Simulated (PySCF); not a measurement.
**Electron correlation in Ag (silver, neutral)**

[Kr] 4d9 5s1 5p1, one real determinant (an excited configuration). Computed with PySCF 2.14 in x2c-TZVPPall (8s6p6d2f1g, 79 functions), with scalar relativity by spin-free X2C-1e. Frozen: [Kr]; 11 electrons correlated.

MP2 pair energies summed by pair of shells (mhartree):

| pair | energy | share (%) |
| --- | --- | --- |
| 4d-4d | -278.60 | 86.4 |
| 4d-5s | -29.30 | 9.1 |
| 4d-5p | -12.62 | 3.9 |
| 5s-5p | -1.83 | 0.6 |

Total MP2 correlation energy: -322.35 mhartree.

Same-spin part -123.23 and opposite-spin part -199.12 mhartree; SCS-MP2 scales them by 1/3 and 6/5 to -280.02 mhartree.

The basis was made for the ground configuration and has no added diffuse functions, which can raise the energy of the promoted electron.

The reference is one real determinant that mixes LS terms of this configuration.
